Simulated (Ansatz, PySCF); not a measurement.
Dimer: H2 (SMILES [H][H]) (first 2 atoms) with CH4S (SMILES CS); geometry from B3LYP-D3(BJ)/def2-TZVP, rigid monomers moved along the line of their centres of mass till H1···S4 is 3.48 Å.
(charge 0, multiplicity 1):
```tsv
atom	x (Å)	y (Å)	z (Å)
H	0.0296	-0.3295	0.1544
H	0.3783	-0.1610	-0.4832
C	0.8423	0.7903	3.5321
S	-0.7953	-0.0091	3.5157
H	0.8477	1.6645	4.1796
H	1.5352	0.0523	3.9329
H	1.1599	1.0604	2.5270
H	-1.4837	1.0329	3.0220
```

Monomers are frozen at their geometry in the pair; levels with a basis set take the counterpoise correction.

Frozen-core correlation. CBS(a, b) extrapolates the correlation energy as X⁻³ and adds the Hartree–Fock energy of set b.

The values were computed with Ansatz (Gaussian basis) for Hartree–Fock, density functionals and correlated methods; PySCF for the dispersion terms. 

PBE/def2-TZVPPD gives -0.53 kcal/mol for the interaction energy.

Problem. Where do these levels fall relative to PBE: PBE-D3(BJ)/def2-TZVPPD, r2SCAN/def2-TZVPPD, B3LYP/def2-TZVPPD, wB97M-V/def2-TZVPPD, MP2/CBS(aug-cc-pV(D+d)Z, aug-cc-pV(T+d)Z), CCSD(T)/CBS(aug-cc-pV(D+d)Z, aug-cc-pV(T+d)Z).

Solution. PBE-D3(BJ)/def2-TZVPPD -0.33; r2SCAN/def2-TZVPPD 0.21; B3LYP/def2-TZVPPD 0.42; wB97M-V/def2-TZVPPD -0.03; MP2/CBS(aug-cc-pV(D+d)Z, aug-cc-pV(T+d)Z) -0.07; CCSD(T)/CBS(aug-cc-pV(D+d)Z, aug-cc-pV(T+d)Z) -0.07 kcal/mol. 2 of 6 lie above PBE; the widest gap is to B3LYP/def2-TZVPPD.

Ansatz is a program for electronic structure.
